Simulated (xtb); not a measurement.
C$_{3}$H$_{7}$O$_{3}$, charge +1, singlet, from a rough starting geometry; GFN2-xTB run with xtb 6.7.1.

xtb was given this input:
```
$ xtb mol.xyz --gfn 2 --chrg 1 --opt vtight --json

# file mol.xyz
13

C      2.55120163     0.23824395    -0.24363725
O      1.09412868    -0.01048720    -0.58526029
C      0.25026614    -0.07295637     0.25864330
O      0.07698456     0.18135638     1.39606222
O     -1.07130975    -0.48866676    -0.47798914
C     -2.29691398    -0.21214992     0.19600498
H      2.56477116     1.08476324     0.47369676
H      2.93743204    -0.64826120     0.30602573
H      3.04201031     0.44389726    -1.19048380
H     -1.08194372    -0.25011468    -1.47483505
H     -2.22380244    -0.34797636     1.24453494
H     -2.59595418     0.89092476     0.03671232
H     -3.09668338    -0.90080339    -0.19651578
```

Q: What does xtb print? Leave out banner, timings and long lists.

A: 
```
   ID    Z sym.   atoms
    1    6 C      1, 3, 6
    2    8 O      2, 4, 5
    3    1 H      7-13

           -------------------------------------------------
          |                Calculation Setup                |
           -------------------------------------------------

           -------------------------------------------------
          |                 G F N 2 - x T B                 |
           -------------------------------------------------

          ...................................................
          :                      SETUP                      :
          :.................................................:
          :  # basis functions                  31          :
          :  # atomic orbitals                  31          :
          :  # shells                           19          :
          :  # electrons                        36          :
          :  max. iterations                   250          :
          :  Hamiltonian                  GFN2-xTB          :
          :  restarted?                      false          :
          :  GBSA solvation                  false          :
          :  PC potential                    false          :
          :  electronic temp.          300.0000000     K    :
          :  accuracy                    1.0000000          :
          :  -> integral cutoff          0.2500000E+02      :
          :  -> integral neglect         0.1000000E-07      :
          :  -> SCF convergence          0.1000000E-05 Eh   :
          :  -> wf. convergence          0.1000000E-03 e    :
          :  Broyden damping             0.4000000          :
          :  net charge                          1          :
          :  unpaired electrons                  0          :
          ...................................................

 iter      E             dE          RMSdq      gap      omega  full diag
   1    -21.8510644 -0.218511E+02  0.509E+00    7.38       0.0  T
   2    -21.8931605 -0.420961E-01  0.306E+00    6.26       1.0  T
   3    -21.8944557 -0.129519E-02  0.140E+00    6.50       1.0  T
   4    -21.8980552 -0.359949E-02  0.166E-01    6.11       1.0  T
   5    -21.8981004 -0.451668E-04  0.748E-02    6.17       1.0  T
   6    -21.8981132 -0.127994E-04  0.167E-02    6.17       1.7  T
   7    -21.8981137 -0.560411E-06  0.734E-03    6.17       3.8  T
   8    -21.8981138 -0.480953E-07  0.121E-03    6.16      22.9  T
   9    -21.8981138 -0.265425E-08  0.555E-04    6.16      49.9  T
  10    -21.8981138 -0.244668E-09  0.107E-04    6.16     259.1  T

   *** convergence criteria satisfied after 10 iterations ***

         :::::::::::::::::::::::::::::::::::::::::::::::::::::
         ::                     SUMMARY                     ::
         :::::::::::::::::::::::::::::::::::::::::::::::::::::
         :: total energy             -21.699810586782 Eh    ::
         :: gradient norm              0.174555387360 Eh/a0 ::
         :: HOMO-LUMO gap              6.164364210298 eV    ::
         ::.................................................::
         :: SCC energy               -21.898117838773 Eh    ::
         :: -> isotropic ES            0.135896862450 Eh    ::
         :: -> anisotropic ES          0.000228954546 Eh    ::
         :: -> anisotropic XC          0.005143081889 Eh    ::
         :: -> dispersion             -0.005173142605 Eh    ::
         :: repulsion energy           0.198307251991 Eh    ::
         :: add. restraining           0.000000000000 Eh    ::
         :: total charge               1.000000000000 e     ::
         :::::::::::::::::::::::::::::::::::::::::::::::::::::

      -----------------------------------------------------------
     |                   =====================                   |
     |                        A N C O P T                        |
     |                   =====================                   |
     |               Approximate Normal Coordinate               |
     |                Rational Function Optimizer                |
      -----------------------------------------------------------
      -----------------------------------------------------------
     |                   =====================                   |
     |                        A N C O P T                        |
     |                   =====================                   |
     |               Approximate Normal Coordinate               |
     |                Rational Function Optimizer                |
      -----------------------------------------------------------

          ...................................................
          :                      SETUP                      :
          :.................................................:
          :   optimization level         verytight          :
          :   max. optcycles                   260          :
          :   ANC micro-cycles                  20          :
          :   degrees of freedom                33          :
          :.................................................:
          :   RF solver                   davidson          :
          :   write xtbopt.log                true          :
          :   linear?                        false          :
          :   energy convergence         0.1000000E-06 Eh   :
          :   grad. convergence          0.2000000E-03 Eh/α :
          :   maxmium RF displ.          1.0000000          :
          :   Hlow (freq-cutoff)         0.1000000E-01      :
          :   Hmax (freq-cutoff)         5.0000000          :
          :   S6 in model hess.         20.0000000          :
          ...................................................

generating ANC from exact Hessian ...
Using Lindh-Hessian (1995)
 Shifting diagonal of input Hessian by    7.3482298044281157E-003
 Lowest  eigenvalues of input Hessian
    0.000000    0.000000    0.000000    0.000000    0.000000    0.000000
[...]
 * total energy  :   -21.7157781 Eh     change       -0.2427818E-05 Eh
 * total energy  :   -21.7157809 Eh     change       -0.2731872E-05 Eh
 * total energy  :   -21.7157841 Eh     change       -0.3224974E-05 Eh
 * total energy  :   -21.7157864 Eh     change       -0.2312682E-05 Eh
 * total energy  :   -21.7157887 Eh     change       -0.2284318E-05 Eh
 * total energy  :   -21.7157898 Eh     change       -0.1133581E-05 Eh
 * total energy  :   -21.7157901 Eh     change       -0.3006956E-06 Eh
 * total energy  :   -21.7157910 Eh     change       -0.8533262E-06 Eh
 * total energy  :   -21.7157913 Eh     change       -0.3393055E-06 Eh
 * total energy  :   -21.7157918 Eh     change       -0.4960439E-06 Eh
 * total energy  :   -21.7157920 Eh     change       -0.1536725E-06 Eh
 * total energy  :   -21.7157920 Eh     change       -0.6428479E-07 Eh
   *** GEOMETRY OPTIMIZATION CONVERGED AFTER 42 ITERATIONS ***
         :: total energy             -21.715792033941 Eh    ::
[...]
         :: -> anisotropic XC          0.004624912915 Eh    ::
         :: -> dispersion             -0.005166593432 Eh    ::
         :: repulsion energy           0.204418806188 Eh    ::
         :: add. restraining           0.000000000000 Eh    ::
         :: total charge               1.000000000000 e     ::
         :::::::::::::::::::::::::::::::::::::::::::::::::::::

           -------------------------------------------------
          |                Property Printout                |
           -------------------------------------------------

    * Orbital Energies and Occupations

         #    Occupation            Energy/Eh            Energy/eV
      -------------------------------------------------------------
         1        2.0000           -0.9971234             -27.1331
       ...           ...                  ...                  ...
         6        2.0000           -0.8620169             -23.4567
         7        2.0000           -0.8471792             -23.0529
         8        2.0000           -0.8211231             -22.3439
         9        2.0000           -0.7942769             -21.6134
        10        2.0000           -0.7670433             -20.8723
        11        2.0000           -0.7626160             -20.7518
        12        2.0000           -0.7356260             -20.0174
        13        2.0000           -0.7304000             -19.8752
        14        2.0000           -0.6991332             -19.0244
        15        2.0000           -0.6797820             -18.4978
        16        2.0000           -0.6666402             -18.1402
        17        2.0000           -0.6609960             -17.9866
        18        2.0000           -0.6461378             -17.5823 (HOMO)
        19                         -0.4410012             -12.0003 (LUMO)
        20                         -0.3638603              -9.9011
        21                         -0.2064045              -5.6166
        22                         -0.1622311              -4.4145
        23                         -0.1050739              -2.8592
        24                         -0.0393925              -1.0719
        25                         -0.0331694              -0.9026
        26                          0.0017721               0.0482
        27                          0.0197249               0.5367
        28                          0.0292811               0.7968
        29                          0.0315926               0.8597
       ...                                ...                  ...
        31                          0.6526420              17.7593
      -------------------------------------------------------------
                  HL-Gap            0.2051366 Eh            5.5821 eV
             Fermi-level           -0.5435695 Eh          -14.7913 eV

     #   Z          covCN         q      C6AA      α(0)
     1   6 C        3.652    -0.007    21.018     6.584
     2   8 O        1.701    -0.169    16.850     5.542
     3   6 C        2.546     0.472    19.216     7.164
     4   8 O        0.856    -0.242    18.772     5.809
     5   8 O        2.449    -0.186    17.076     5.581
     6   6 C        3.620    -0.025    21.499     6.686
     7   1 H        0.925     0.111     1.689     2.032
     8   1 H        0.925     0.129     1.541     1.941
     9   1 H        0.925     0.131     1.527     1.932
    10   1 H        0.803     0.390     0.504     1.115
    11   1 H        0.924     0.146     1.419     1.863
    12   1 H        0.925     0.114     1.664     2.017
    13   1 H        0.925     0.137     1.484     1.905

 Mol. C6AA /au·bohr⁶  :       1173.148008
 Mol. C8AA /au·bohr⁸  :      24847.635307
 Mol. α(0) /au        :         50.173128

Wiberg/Mayer (AO) data.
largest (>0.10) Wiberg bond orders for each atom

 ---------------------------------------------------------------------------
     #   Z sym  total        # sym  WBO       # sym  WBO       # sym  WBO
 ---------------------------------------------------------------------------
     1   6 C    3.827 --     7 H    0.976     9 H    0.965     8 H    0.963
                             2 O    0.872
     2   8 O    2.433 --     3 C    1.300     1 C    0.872     4 O    0.211
     3   6 C    3.926 --     4 O    1.903     2 O    1.300     5 O    0.659
     4   8 O    2.287 --     3 C    1.903     2 O    0.211     5 O    0.129
     5   8 O    2.558 --     6 C    0.883    10 H    0.822     3 C    0.659
                             4 O    0.129
     6   6 C    3.811 --    12 H    0.976    11 H    0.963    13 H    0.962
                             5 O    0.883
     7   1 H    0.988 --     1 C    0.976
     8   1 H    0.983 --     1 C    0.963
     9   1 H    0.982 --     1 C    0.965
    10   1 H    0.848 --     5 O    0.822
    11   1 H    0.979 --     6 C    0.963
    12   1 H    0.987 --     6 C    0.976
    13   1 H    0.980 --     6 C    0.962
 ---------------------------------------------------------------------------

Topologies differ in total number of bonds
Writing topology from bond orders to xtbtopo.mol

molecular dipole:
                 x           y           z       tot (Debye)
 q only:       -0.477      -0.189      -0.937
   full:       -0.499      -0.203      -1.238       3.433
molecular quadrupole (traceless):
                xx          xy          yy          xz          yz          zz
 q only:       18.298       2.679      -9.836       0.253       0.022      -8.462
  q+dip:       14.802       2.338      -7.637       1.817      -0.784      -7.165
   full:       16.044       2.324      -7.926       1.848      -0.934      -8.118

optimized geometry written to: xtbopt.xyz

           -------------------------------------------------
          | TOTAL ENERGY              -21.715792033941 Eh   |
          | GRADIENT NORM               0.000059334983 Eh/α |
          | HOMO-LUMO GAP               5.582051876926 eV   |
           -------------------------------------------------
```
